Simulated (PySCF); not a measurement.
C2H8O6Si2, SMILES O[Si](/C=C/[Si](O)(O)O)(O)O, singlet, GFN2-xTB optimised geometry.

```
18

Si    -1.39     1.90    -0.71
O     -0.29     2.85     0.02
O     -2.80     2.11     0.09
O     -1.63     2.41    -2.24
C     -0.84     0.10    -0.71
C      0.17    -0.39     0.00
Si     0.72    -2.19     0.00
O      0.25    -3.03     1.32
O      0.08    -3.00    -1.28
O      2.34    -2.19     0.00
H      0.55     3.00    -0.42
H     -2.79     2.14     1.04
H     -2.51     2.40    -2.59
H     -1.40    -0.59    -1.34
H      0.73     0.29     0.63
H     -0.66    -3.33     1.36
H      0.31    -2.72    -2.16
H      2.80    -2.81     0.57
```

Density from B3LYP/def2-SVP run with PySCF at that geometry.

Minimum of the electron density along straight lines between bonded atoms, close to the bond critical point (lines longer than 1.1 times the sum of covalent radii, or with two minima, are not listed):

```json
[
 {"bond": "Si1–O2", "length / Å": "1.628", "ρ at the minimum / e bohr⁻³": "0.130", "∇²ρ there / e bohr⁻⁵": "1.08", "position (fraction from the first atom)": "0.41"},
 {"bond": "Si1–O3", "length / Å": "1.630", "ρ at the minimum / e bohr⁻³": "0.130", "∇²ρ there / e bohr⁻⁵": "1.07", "position (fraction from the first atom)": "0.41"},
 {"bond": "Si1–O4", "length / Å": "1.629", "ρ at the minimum / e bohr⁻³": "0.130", "∇²ρ there / e bohr⁻⁵": "1.07", "position (fraction from the first atom)": "0.41"},
 {"bond": "Si1–C5", "length / Å": "1.886", "ρ at the minimum / e bohr⁻³": "0.116", "∇²ρ there / e bohr⁻⁵": "0.34", "position (fraction from the first atom)": "0.38"},
 {"bond": "C5–C6", "length / Å": "1.332", "ρ at the minimum / e bohr⁻³": "0.339", "∇²ρ there / e bohr⁻⁵": "-0.89", "position (fraction from the first atom)": "0.50"},
 {"bond": "C6–Si7", "length / Å": "1.882", "ρ at the minimum / e bohr⁻³": "0.117", "∇²ρ there / e bohr⁻⁵": "0.35", "position (fraction from the first atom)": "0.62"},
 {"bond": "Si7–O8", "length / Å": "1.630", "ρ at the minimum / e bohr⁻³": "0.130", "∇²ρ there / e bohr⁻⁵": "1.07", "position (fraction from the first atom)": "0.41"},
 {"bond": "Si7–O9", "length / Å": "1.636", "ρ at the minimum / e bohr⁻³": "0.128", "∇²ρ there / e bohr⁻⁵": "1.04", "position (fraction from the first atom)": "0.41"},
 {"bond": "Si7–O10", "length / Å": "1.627", "ρ at the minimum / e bohr⁻³": "0.131", "∇²ρ there / e bohr⁻⁵": "1.09", "position (fraction from the first atom)": "0.41"},
 {"bond": "O2–H11", "length / Å": "0.952", "ρ at the minimum / e bohr⁻³": "0.356", "∇²ρ there / e bohr⁻⁵": "-2.44", "position (fraction from the first atom)": "0.82"},
 {"bond": "O3–H12", "length / Å": "0.952", "ρ at the minimum / e bohr⁻³": "0.356", "∇²ρ there / e bohr⁻⁵": "-2.44", "position (fraction from the first atom)": "0.82"},
 {"bond": "O4–H13", "length / Å": "0.952", "ρ at the minimum / e bohr⁻³": "0.355", "∇²ρ there / e bohr⁻⁵": "-2.43", "position (fraction from the first atom)": "0.82"},
 {"bond": "C5–H14", "length / Å": "1.084", "ρ at the minimum / e bohr⁻³": "0.278", "∇²ρ there / e bohr⁻⁵": "-1.03", "position (fraction from the first atom)": "0.63"},
 {"bond": "C6–H15", "length / Å": "1.083", "ρ at the minimum / e bohr⁻³": "0.280", "∇²ρ there / e bohr⁻⁵": "-1.04", "position (fraction from the first atom)": "0.63"},
 {"bond": "O8–H16", "length / Å": "0.952", "ρ at the minimum / e bohr⁻³": "0.356", "∇²ρ there / e bohr⁻⁵": "-2.44", "position (fraction from the first atom)": "0.82"},
 {"bond": "O9–H17", "length / Å": "0.952", "ρ at the minimum / e bohr⁻³": "0.357", "∇²ρ there / e bohr⁻⁵": "-2.45", "position (fraction from the first atom)": "0.82"},
 {"bond": "O10–H18", "length / Å": "0.953", "ρ at the minimum / e bohr⁻³": "0.354", "∇²ρ there / e bohr⁻⁵": "-2.46", "position (fraction from the first atom)": "0.82"}
]
```
